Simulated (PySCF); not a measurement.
**Unknowns**

Computational details: geometry from GFN2-xTB, σ from GIAO-PBE0/pcSseg-1, in PySCF (isolated molecule, rapidly exchanging positions averaged, non-relativistic, one computed conformer).

Scale: $^{1}$H (σ = 31.72 ppm), $^{13}$C (σ = 186.93 ppm) against TMS (reference shieldings calculated alike). Where no couplings were computed, multiplicities follow the n + 1 count of equivalent neighbours, and m marks all less simple cases (inequivalent or close neighbours, rings, F or P nearby). Shifts are as computed. Against solution values, carbons near 30 ppm lie about +3 ppm off and those near 130 ppm about +5 ppm. Of 1211 compounds with measured shifts, 218 miss one by over three times the rms of a fit or turn the order of signals round; such compounds aren't used in these exercises.

**Question.** C$_{6}$H$_{12}$O$_{2}$. $^{1}$H NMR (400 MHz, computed): δ 8.18 (s, 1H), 5.08 (m, 1H), 1.57 (m, 1H), 1.36 (d, 3H), 1.08 (d, 3H), 1.07 (d, 3H). $^{13}$C{$^{1}$H} NMR (computed): δ 165.6, 75.7, 37.1, 22.7, 20.2, 16.0. What is it?

**Answer.** SMILES C(C)(C)[C@H](C)OC=O. Rings plus π bonds: 1 (no ring in the answer). 6 carbon signals for 6 carbons: no two carbons are equivalent. Carbon types of the structure: 3 × CH, 3 × CH3, which accounts for all hydrogens. δC 165.6: ester carbonyl carbon; it is a carbonyl in resonance with an O or N lone pair, the region of acids, esters and amides. δC 75.7: sp3 CH bonded to O; deshielded by the electronegative neighbour. δC 22.7, 20.2, 16.0: methyl carbon; saturated and bonded to C and H only. δH 5.08: hydrogen on an sp3 CH bonded to O; its carbon carries O, which withdraws density.

The shifts were computed for this structure.

**Question.** C$_{6}$H$_{12}$O$_{2}$. $^{1}$H NMR (400 MHz, computed): δ 3.85 (s, 3H), 1.22 (s, 9H). $^{13}$C{$^{1}$H} NMR (computed): δ 185.9 (C), 53.8 (CH3), 41.3 (C), 29.0 (CH3). Give a structure.

**Answer.** `COC(=O)C(C)(C)C`. Rings plus π bonds: 1 (no ring in the answer). 4 carbon signals for 6 carbons: some carbons are equivalent by symmetry or fast rotation. Carbon types of the structure: 2 × C, 4 × CH3, which accounts for all hydrogens. δC 185.9: ester carbonyl carbon; it is a carbonyl in resonance with an O or N lone pair, the region of acids, esters and amides. δC 53.8: methyl carbon bonded to O; deshielded by the electronegative neighbour. δC 29.0: methyl carbon; saturated and bonded to C and H only. δH 3.85: hydrogen on a methyl carbon bonded to O; its carbon carries O, an electronegative neighbour.

The data come from this structure; uniqueness wasn't tested.
